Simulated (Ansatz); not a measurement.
A geometry relaxed with PBE0-D3(BJ)/def2-TZVP in Ansatz (a program for electronic structure), charge 0, multiplicity 1:

```xyz
5

O     -0.9689    -0.5631    -0.0164
Br     1.7384    -1.2982    -0.0498
B      0.2762    -0.0758    -0.0031
Br     0.6042     1.8202     0.0616
H     -1.6499     0.1169     0.0077
```

Problem. Write the SMILES of this molecule.

Solution. `OB(Br)Br`
